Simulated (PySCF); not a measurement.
Species: spiro[2.4]heptane, C7H12.
Cartesian coordinates in Å at the PBE0-D3(BJ)/def2-SVP level; atoms count from 1:
```
atom  x, y, z in Å
C1    -1.683   -0.584   -0.822
C2    -1.856    0.050    0.557
C3    -0.560    0.842    0.741
C4     0.505    0.002    0.030
C5    -0.225   -1.046   -0.814
C6     1.779    0.638   -0.443
C7     1.805   -0.336    0.698
H8    -2.395   -1.397   -1.026
H9    -1.832    0.184   -1.602
H10   -2.760    0.670    0.646
H11   -1.926   -0.743    1.321
H12   -0.315    1.032    1.797
H13   -0.653    1.825    0.249
H14    0.202   -1.150   -1.823
H15   -0.152   -2.035   -0.329
H16    1.934    1.698   -0.220
H17    2.188    0.318   -1.406
H18    1.984    0.052    1.705
H19    2.228   -1.329    0.518
```

Linear response at B3LYP/def2-SVPD (PySCF, frozen core in the response, non-relativistic).

Static isotropic polarisability: 79.46 au (11.78 Å³), principal values 72.9, 76.9, 88.7 au.

Task: What is the polarisability at 1064 nm and at the sodium D line?

Result: 80.02 au at 1064 nm (+0.7 %), 81.33 au at 589.3 nm (+2.3 %). The rise at 589.3 nm is 3.34 times that at 1064 nm; a pure ω² law gives 3.26. The lowest singlet lies at 178 nm, shorter than both wavelengths.

Task: What is the isotropic C6 coefficient between two such molecules, C6 = (3/π)∫α(iω)² dω?

Result: 2763 au (Eh·bohr⁶) by a ten-point quadrature over imaginary frequencies, which is 1650 eV·Å⁶ or 159 J·nm⁶/mol.

Task: Which effective excitation energy ω̄ makes London's formula C6 = (3/4)α²ω̄ exact here?

Result: ω̄ = 4·C6/(3α²) = 0.584 Eh = 15.9 eV. A one-pole form α(ω) = α/(1 − ω²/ω̄²) fitted to the 1064 nm value gives 14.0 eV. London's choice of the ionisation energy (9.43 eV, ΔSCF at the same level) gives C6 = 1640 au, 41 % too low.

Task: What three-body coefficient follows from the one-pole estimate C9 = (3/4)·α·C6?

Result: 165000 au. This is an estimate from the two numbers above, not a computed integral.

Task: The lowest 6 singlets have (eV, f): 6.97, 0.021; 7.38, 0.012; 7.42, 0.000; 7.59, 0.000; 7.63, 0.002; 7.99, 0.024. What share of the static polarisability do they carry in the sum over states α = Σ f/ω²?

Result: 0.80 au, 1.0 % of α; the largest term, 0.33 au, is that of the state at 6.97 eV. Their oscillator strengths add up to 0.06. Higher states carry the rest.

Task: How anisotropic is the static polarisability, by Δα² = ½[(α1 − α2)² + (α2 − α3)² + (α3 − α1)²]?

Result: Δα = 14.2 au, or 0.18 of the isotropic value.

Task: How many electrons N does the Slater–Kirkwood formula C6 = (3/4)·√N·α^(3/2) need to give this C6?

Result: N = (4·C6/3)²/α³ = 27.1; the species has 54 electrons in all.

Task: What molar refraction at the D line follows from R = (4π/3)·N_A·α′, with α′ the polarisability volume?

Result: α′ = 12.05 Å³ gives R = 30.40 cm³/mol, for isolated, non-vibrating species.

One conformer stands for the species.
